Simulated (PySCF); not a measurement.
A calculated (LDA, PySCF 2.14, aug-cc-pVTZ-DK, the spin-free X2C one-electron Hamiltonian (Gaussian nucleus)) atom or ion has these occupied shells.

```json
{"shell": "1s α", "electrons": "1", "orbital energy (eV)": "-5882.9", "rms radius, mean of both spins (bohr)": "0.0735"}
{"shell": "1s β", "electrons": "1", "orbital energy (eV)": "-5882.9", "rms radius, mean of both spins (bohr)": "0.0735"}
{"shell": "2s α", "electrons": "1", "orbital energy (eV)": "-687.04", "rms radius, mean of both spins (bohr)": "0.319"}
{"shell": "2s β", "electrons": "1", "orbital energy (eV)": "-685.40", "rms radius, mean of both spins (bohr)": "0.319"}
{"shell": "2p α", "electrons": "3", "orbital energy (eV)": "-581.84", "rms radius, mean of both spins (bohr)": "0.288"}
{"shell": "2p β", "electrons": "3", "orbital energy (eV)": "-580.56", "rms radius, mean of both spins (bohr)": "0.288"}
{"shell": "3s α", "electrons": "1", "orbital energy (eV)": "-96.097", "rms radius, mean of both spins (bohr)": "0.967"}
{"shell": "3s β", "electrons": "1", "orbital energy (eV)": "-92.173", "rms radius, mean of both spins (bohr)": "0.967"}
{"shell": "3p α", "electrons": "3", "orbital energy (eV)": "-67.729", "rms radius, mean of both spins (bohr)": "1.04"}
{"shell": "3p β", "electrons": "3", "orbital energy (eV)": "-63.881", "rms radius, mean of both spins (bohr)": "1.04"}
{"shell": "3d α", "electrons": "4", "orbital energy (eV)": "-24.318", "rms radius, mean of both spins (bohr)": "1.37"}
```

Task: Name the element and its charge.

Result: Cr(2+) (chromium, charge +2), in [Ar] 3d4, high-spin 5D determinant.
